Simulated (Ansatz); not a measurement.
`[CH3][GeH]([F])[SiH3]` + `[F][SbH][SeH]` → `[CH3][GeH]([F])[SeH]` + `[F][SbH][SiH3]` at 700 K and 1 bar (redistribution).

Isolated molecules relaxed with PBE0-D4/def2-TZVP in Ansatz; ΔE leaves out vibrations. CBS: MP2 limit from def2 TZ/QZ plus the TZ coupled-cluster correction, frozen cores. def2 core potentials past Kr. For Ge, Sb, Se outer-core shells are correlated without core-valence functions, which leaves a few kJ/mol of doubt a bond. Scalar relativity is left out up to krypton. Each species was taken in one conformer, which may not be the lowest.

```
                species  CCSD(T)/CBS energy (Eh)  H − E (kJ/mol)  S (J/(mol·K))
`[CH3][GeH]([F])[SiH3]`              -2507.28788           272.8          494.4
        `[F][SbH][SeH]`              -2741.75603            94.3          396.1
 `[CH3][GeH]([F])[SeH]`              -4617.74462           219.0          470.2
       `[F][SbH][SiH3]`               -631.30007           148.2          421.5
```

H − E and S are ideal-gas, rigid-rotor, harmonic terms from PBE0-D4/def2-TZVP, for one conformer and one mirror image of each species. 1 Eh = 2625.50 kJ/mol, R = 8.31446 J/(mol·K).

Q: By hand: ΔE, ΔH, ΔS and ΔG.

A: ΔE = (-4617.74462) + (-631.30007) − (-2507.28788) − (-2741.75603) = -0.00078 Eh = -2.0 kJ/mol. Δ(H − E) = 219.0 + 148.2 − 272.8 − 94.3 = 0.1, so ΔH = -1.9 kJ/mol. ΔS = 470.2 + 421.5 − 494.4 − 396.1 = 1.2 J/(mol·K). ΔG = -1.9 − 700 × (1.2)/1000 = -2.7 kJ/mol.

Q: By hand: the equilibrium constant, and the temperature at which ΔG would vanish if ΔH and ΔS stayed fixed.

A: log₁₀ K = −ΔG/(RT ln 10) = 0.2. ΔH and −TΔS have one sign here, so there is no such temperature. One of them is within its doubt of zero, so this could turn.

TΔS isn't small against ΔH here. The sign of ΔG lies within the doubt. A doubt of 5 kJ/mol in ΔE shifts log₁₀ K by 0.4 here. Other conformers and mirror images would add mixing entropy, several J/(mol·K) or more a flexible species. These are equilibria of isolated gas molecules and say nothing of rates. Largest T1 diagnostic: 0.014 (customary marks: 0.02 for closed shells, 0.045 for open ones).
